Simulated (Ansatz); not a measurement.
Gas-phase electronic energies from Ansatz, PBE0-D4/def2-TZVP geometries. CCSD(T)/CBS is the MP2 limit (def2-TZVPP, def2-QZVPP) plus CCSD(T) − MP2 in def2-TZVPP, frozen cores. Functionals use def2-TZVPP. B3LYP here is the variant with VWN-RPA as its local correlation; programs differ in this. For Ge outer-core shells are correlated without core-valence functions, which leaves a few kJ/mol of doubt a bond. Scalar relativity is left out up to krypton. One conformer a species, not always the lowest.

`[OH][GeH]([OH])[Cl]` + `CNC(S)S` → `C[NH][GeH]([OH])[Cl]` + `OC(S)S`  (formal exchange of groups at a Ge–O bond)

`[OH][GeH]([OH])[Cl]`:

```xyz
7

O     0.769    1.018   -0.799
Ge   -0.412   -0.120   -0.153
O    -0.634    0.239    1.547
Cl    0.436   -2.080   -0.427
H     1.425    0.590   -1.354
H    -1.781   -0.050   -0.817
H     0.196    0.403    2.004
```

`CNC(S)S`:

Cartesian coordinates in Å:
```
C 1.127 0.064 0.987
N 0.654 0.334 -0.355
C -0.666 -0.078 -0.680
S -0.845 -1.888 -0.708
S -2.041 0.459 0.450
H 0.509 0.532 1.764
H 1.132 -1.012 1.163
H 2.151 0.429 1.078
H 0.776 1.308 -0.597
H -0.915 0.314 -1.665
H 0.349 -2.107 -1.286
H -2.232 1.645 -0.151
```

`C[NH][GeH]([OH])[Cl]`:

Z-matrix (Å, degrees):
```
C
N 1 1.454
H 1 1.093 2 110.1
H 1 1.096 2 113.7 3 -121.9
H 1 1.092 2 109.5 3 117.8
Ge 2 1.812 1 120.1 3 -161.2
H 2 1.010 1 112.6 3 60.4
Cl 6 2.152 2 113.6 1 -49.3
O 6 1.767 2 107.9 1 63.5
H 6 1.532 2 110.1 1 -171.5
H 9 0.961 6 110.8 2 40.6
```

`OC(S)S`:

Z-matrix (Å, degrees):
```
C
S 1 1.830
S 1 1.817 2 112.8
O 1 1.384 2 108.1 3 -128.6
H 1 1.090 2 109.5 3 116.2
H 2 1.341 1 96.8 3 -37.4
H 3 1.344 1 95.7 2 -42.4
H 4 0.964 1 108.7 2 66.4
```

Q: Is it downhill or uphill in electronic energy at CCSD(T)/CBS, and by how much? (Best estimate.)

A: Ansatz gave: Uphill: ΔE = +48.2 kJ/mol.

Q: What do these levels give: ωB97X-V, PBE0, B3LYP, MP2/def2-TZVPP, CCSD(T)/def2-TZVPP, MP2/CBS(def2)? (An estimate is asked.)

A: Ansatz gave: ωB97X-V 47.4, PBE0 46.5, B3LYP 45.6, MP2/def2-TZVPP 54.9, CCSD(T)/def2-TZVPP 49.0, MP2/CBS(def2) 54.1 kJ/mol.

Largest T1 diagnostic among the species: 0.012.

In def2-TZVPP, CCSD(T) changes the Hartree–Fock value by +4.7 kJ/mol (the triples alone add +1.1 kJ/mol) and MP2 by +10.6 kJ/mol.
